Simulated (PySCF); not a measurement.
An unknown gives this computed stick spectrum. Method used: TDDFT CAM-B3LYP/def2-SVPD, vertical, gas phase, core orbitals frozen in the response (PySCF 2.14.0, density-fitted response routines). Geometries: GFN2-xTB, one conformer each.

```json
{"state": "S1", "λ (nm)": "220.4", "f": "0.151"}
{"state": "S2", "λ (nm)": "214.0", "f": "0.0036"}
{"state": "S3", "λ (nm)": "210.6", "f": "0.050"}
{"state": "S4", "λ (nm)": "201.3", "f": "0.0044"}
{"state": "S5", "λ (nm)": "192.3", "f": "0.284"}
{"state": "S6", "λ (nm)": "191.4", "f": "0.0028"}
{"state": "S7", "λ (nm)": "183.2", "f": "0.0021"}
{"state": "S8", "λ (nm)": "175.9", "f": "0.0058"}
```

Orbital energies (eV): HOMO-3 -11.64, HOMO-2 -10.10, HOMO-1 -8.75, HOMO -8.27, LUMO 0.19, LUMO+1 0.94, LUMO+2 1.10.

Question: Which structure fits? All have the formula C5H4O2S.
A. `O=Cc1ccc(O)s1`
B. `O=COc1ccsc1`
C. `s1c(C(O)=O)ccc1`

Answer: B. Its S1, at 5.63 eV, is the highest among the candidates; the nearest of the others has S1 at 5.08 eV. S1 is HOMO→LUMO (86%). Löwdin shares by element: HOMO carbon 63% or more, sulfur 13% (atoms not listed hold the other 23%); LUMO carbon 45% or more, sulfur 19% (atoms not listed hold the other 36%). At the same level the other candidates give, for their lowest levels:
- `O=C(O)c1cccs1`: 244 nm (f 0.221); 239 nm (f 0.000); 232 nm (f 0.107); 188 nm (f 0.002); 187 nm (f 0.001); T1 3.33 eV; HOMO -8.64, LUMO -0.72 eV
- `O=Cc1ccc(O)s1`: 305 nm (f 0.000); 273 nm (f 0.287); 242 nm (f 0.000); 232 nm (f 0.067); 207 nm (f 0.001); T1 2.88 eV; HOMO -8.06, LUMO -0.87 eV

Shape of the structure used: `[O:1]=[CH:2][O:3][c:4]1[cH:5][cH:6][s:7][cH:8]1`: O1–C2–O3–C4 0°, C2–O3–C4–C5 6°.
Triplets come from the Tamm–Dancoff approximation.
